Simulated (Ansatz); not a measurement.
Reaction (ligand exchange at the Al–C bond): `[AlH2][CH2][InH2]` + `[SiH3]S` → `[AlH2][S][SiH3]` + `[CH3][InH2]`

Computed with Ansatz on PBE0-D4/def2-TZVP structures; ΔE is electronic, products minus reactants. CCSD(T)/CBS adds triple-zeta CCSD(T) − MP2 to the extrapolated MP2 energy (def2 sets, frozen cores). def2 core potentials past Kr. For In outer-core shells are correlated without core-valence functions, which leaves a few kJ/mol of doubt a bond.

```tsv
species	MP2/def2-SVP energy (Eh)
`[AlH2][CH2][InH2]`	-472.63924
`[SiH3]S`	-688.83198
`[AlH2][S][SiH3]`	-931.34952
`[CH3][InH2]`	-230.16117
```

Q: Work out ΔE.

A: ΔE = (-931.34952) + (-230.16117) − (-472.63924) − (-688.83198) = -0.03947 Eh = -103.6 kJ/mol. CCSD(T)/CBS gives -102.5 kJ/mol.

Largest T1 diagnostic among the species: 0.013.

From PBE to PBE0 (25 % exact exchange), in def2-TZVPP and without D4, ΔE moves by −3.0 kJ/mol. In def2-TZVPP, CCSD(T) changes the Hartree–Fock value by +8.5 kJ/mol (the triples alone add +0.5 kJ/mol) and MP2 by +5.9 kJ/mol.
